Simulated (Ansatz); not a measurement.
A run for Ansatz (a first-principles code): U-r2SCAN/def2-TZVPP on GeH4Zn (SMILES [ZnH][GeH3]), a point of a bond scan (R = 1.556 Å).

Ansatz 0.2 input:
```yaml
crystal:
  periodic: [false, false, false]
  atoms:
    - {symbol: Zn, position_ang: [-0.79249733, -0.19044021, -0.99305159]}
    - {symbol: H, position_ang: [-1.75244875, -0.42112029, -2.19593424]}
    - {symbol: Ge, position_ang: [0.69802652, 0.16773850, 0.87467341]}
    - {symbol: H, position_ang: [1.76167600, -0.94503435, 1.00571768]}
    - {symbol: H, position_ang: [1.47615712, 1.49788516, 0.76508854]}
    - {symbol: H, position_ang: [-0.04731304, 0.21384363, 2.22712655]}
basis:
  gaussian:
    orbitals: def2-TZVPP
hamiltonian:
  xc: {name: r2SCAN}
magnetization: {spin_polarized: true, initial_magnetization: 0}
```

It printed:

```
WARN ansatz: RAYON_NUM_THREADS=1 ignored (pool sized by the plan → 1); use --threads N
Functional definition: r2SCAN
integrals: 0.09 GiB planned
1093 factors; their error is unknown
mean field: 0.75 GiB planned
mean field evaluation 1: about -104999.4873 eV, gradient 3.4e1 eV
mean field evaluation 2: about -104994.2862 eV, gradient 7.2e1 eV
mean field evaluation 4: about -105002.2263 eV, gradient 1.1e0 eV
mean field evaluation 8: about -105002.2302 eV, gradient 1.9e-2 eV
mean field evaluation 16: about -105002.2108 eV, gradient 8.0e-5 eV
mean field -105002.21081623 eV, -3858.7600744417 hartree, gradient 8.0e-5 eV, S^2 0.000000; 0 other end points of the search recorded, 0 dependent functions left out
reference -105002.21083283 eV, -3858.7600750517 hartree; 33, 33 occupied and 135, 135 virtual orbitals, 1093 factors
Total energy: -105002.21083283 eV, -3858.7600750517 hartree
```

Self-consistency was reached.

Cost: about 9 core-seconds (a rough figure).
